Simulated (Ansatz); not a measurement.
System: sum formula TaO4H3, charge 0, multiplicity 1. 
Structure (B3LYP-D3(BJ)/def2-TZVP (Ansatz, a program for electronic structure) minimum search):
```
Ta
O 1 1.7329
O 1 1.9203 2 109.17
H 3 0.9596 1 130.23 2 0.00
O 1 1.9203 2 109.17 3 -120.00
H 5 0.9596 1 130.23 2 0.00
O 1 1.9203 2 109.17 5 -120.00
H 7 0.9596 1 130.23 2 0.00
```
Charge 0, spin multiplicity 1.

Basis-set convergence of Hartree-Fock and MP2 correlation energies (hartree) with Ansatz. Correlated levels leave the core frozen unless marked. Spin-orbit coupling is left out. Frozen are the shells of the preceding noble gas and the d and f shells that filled before the atom's block. In def2 rows, elements after Kr have scalar-relativistic effective core potentials.

```json
[
 {"basis": "def2-SVPD", "functions": "151", "E(HF)": "-357.59156", "E(corr, MP2)": "-0.97298"},
 {"basis": "def2-TZVPPD", "functions": "270", "E(HF)": "…", "E(corr, MP2)": "…"}
]
```

Task: What belongs in the gaps?

Result: 
- def2-TZVPPD, E(HF): -357.97874
- def2-TZVPPD, E(corr, MP2): -1.16495
